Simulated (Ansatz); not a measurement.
Calculated with Ansatz (gas phase, PBE0-D4/def2-TZVP geometries, no zero-point term in ΔE). CCSD(T)/CBS is the MP2 limit (def2-TZVPP, def2-QZVPP) plus CCSD(T) − MP2 in def2-TZVPP, frozen cores. This one scheme is used for every species. Functionals use def2-TZVPP. One conformer a species, not always the lowest.

Consider the ligand exchange at the Si–O bond: `CO[SiH](F)O[SiH2]F` + `N[SiH3]` → `F[SiH2]N[SiH3]` + `CO[SiH](O)F`.

Problem. Is it downhill or uphill in electronic energy at CCSD(T)/CBS, and by how much? (Best estimate.)

Solution. Computed: Uphill: ΔE = +11.1 kcal/mol.

Problem. What do these levels give: ωB97X-V, PBE, r2SCAN, MP2/def2-TZVPP, SCS-MP2/def2-TZVPP, CCSD(T)/def2-TZVPP? (Best estimate.)

Solution. Computed: ωB97X-V 11.0, PBE 9.2, r2SCAN 11.0, MP2/def2-TZVPP 10.8, SCS-MP2/def2-TZVPP 11.4, CCSD(T)/def2-TZVPP 11.0 kcal/mol.

Largest T1 diagnostic among the species: 0.012.

From PBE to PBE0 (25 % exact exchange), in def2-TZVPP and without D4, ΔE moves by +0.7 kcal/mol. In def2-TZVPP, CCSD(T) changes the Hartree–Fock value by −3.0 kcal/mol (the triples alone add −0.5 kcal/mol) and MP2 by −3.2 kcal/mol.
